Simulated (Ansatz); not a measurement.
Reaction (isomerisation): `CB1C=N1` → `BN=C=C`

Isolated molecules relaxed with PBE0-D4/def2-TZVP in Ansatz; ΔE leaves out vibrations. CBS: MP2 limit from def2 TZ/QZ plus the TZ coupled-cluster correction, frozen cores. DFT in def2-TZVPP.

CCSD(T)/CBS gives +0.5 kcal/mol.

(1) Another level gave +1.5 kcal/mol. Which?
A. r2SCAN/def2-TZVPP
B. PBE-D4/def2-TZVPP
C. ωB97M-V/def2-TZVPP
D. r2SCANh-D4/def2-TZVPP

Largest T1 diagnostic among the species: 0.017.

Results:

(1) C. ωB97M-V 1.5, r2SCANh-D4 -2.9, PBE-D4 -5.7, r2SCAN -4.5 kcal/mol.

From BLYP to BHLYP (50 % exact exchange), in def2-TZVPP and without D4, ΔE moves by +8.4 kcal/mol. Leaving LDA and LC-ωPBE aside and taking each functional with its dispersion term where it has one, the values, not all of them listed here, spread over 13.4 kcal/mol, from BLYP-D4 to ωB97X-V. LDA lies −0.9 kcal/mol from PBE without D4.
